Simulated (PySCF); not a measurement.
In(F)(Me)2 (C2H6FIn), SMILES [In]([F])([CH3])[CH3]. Atoms are numbered in the order given.

```xyz
10

In     0.0000     0.0000    -0.0658
F      0.0000     0.0000     1.9218
C      2.0379    -0.0001    -0.7496
H      2.1103    -0.0124    -1.8458
H      2.5354     0.8994    -0.3571
H      2.5427    -0.8859    -0.3360
C     -2.0379     0.0001    -0.7496
H     -2.1103     0.0124    -1.8458
H     -2.5354    -0.8994    -0.3571
H     -2.5427     0.8859    -0.3360
```

Geometry: r2SCAN-D4/def2-SVP. The structure was generated by enumeration; whether it is a known compound was not checked. The def2 effective core potentials stand for the cores of In; spin–orbit coupling is left out.

These are PySCF with PBE/def2-TZVP values and carry that method's errors.

Symmetry labels are those of the subgroup C2 that the program uses (full group C2).

Computed valence orbital energies around the gap with their symmetry:
```json
[
 {"orbital": "HOMO−7", "symmetry": "B", "energy (eV)": "-9.92"},
 {"orbital": "HOMO−6", "symmetry": "B", "energy (eV)": "-9.83"},
 {"orbital": "HOMO−5", "symmetry": "A", "energy (eV)": "-9.82"},
 {"orbital": "HOMO−4", "symmetry": "A", "energy (eV)": "-9.76"},
 {"orbital": "HOMO−3", "symmetry": "B", "energy (eV)": "-7.58"},
 {"orbital": "HOMO−2", "symmetry": "B", "energy (eV)": "-7.48"},
 {"orbital": "HOMO−1", "symmetry": "A", "energy (eV)": "-7.44"},
 {"orbital": "HOMO", "symmetry": "B", "energy (eV)": "-6.47"},
 {"orbital": "LUMO", "symmetry": "B", "energy (eV)": "-1.74"},
 {"orbital": "LUMO+1", "symmetry": "A", "energy (eV)": "-1.38"},
 {"orbital": "LUMO+2", "symmetry": "A", "energy (eV)": "0.02"},
 {"orbital": "LUMO+3", "symmetry": "B", "energy (eV)": "0.29"}
]
```
